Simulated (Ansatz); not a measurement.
Isomers of Si16Bi (doublet), relaxed with r2SCAN-D4/def2-SVP; total energies from Ansatz at PBE0-D4/def2-TZVP.

| isomer | description | energy (Eh) |
| --- | --- | --- |
| A | point group not assigned; 31 × Si–Si 2.30 to 2.62 Å; 2 × Bi–Si 2.68 Å | -4844.92565 |
| B | point group not assigned; 28 × Si–Si 2.31 to 2.64 Å; 3 × Bi–Si 2.72 to 2.77 Å | -4844.95236 |
| C | point group not assigned; 37 × Si–Si 2.27 to 2.65 Å; 3 × Bi–Si 2.68 to 2.82 Å | -4844.94428 |
| D | point group not assigned; 30 × Si–Si 2.30 to 2.66 Å; 3 × Bi–Si 2.71 to 2.84 Å | -4844.86726 |

In the def2 sets Bi takes a core potential; there is no spin–orbit coupling. Single mean-field runs in def2-TZVP are fitted with def2-universal-jkfit.

The isomers come from a short search, and lower ones may exist.

Work out the relative energies (1 Eh = 2625.5 kJ/mol) and the Boltzmann populations at 800 K from electronic energies alone (R = 8.314 J/mol/K).

ΔE: A 70.1, B 0.0, C 21.2, D 223.4 kJ/mol. RT = 6.65 kJ/mol. Factors exp(−ΔE/RT): A 2.64e-05, B 1, C 0.0413, D 2.57e-15; sum 1.041. Populations: A 0.0 %, B 96.0 %, C 4.0 %, D 0.0 %. Zero-point energy, vibrational entropy and symmetry numbers are left out and can shift these; an error of 4 kJ/mol changes a ratio by a factor of 1.8. Over the other density-functional and correlated levels in def2 sets, the gap between B and C ranges from -59 to 58 kJ/mol.
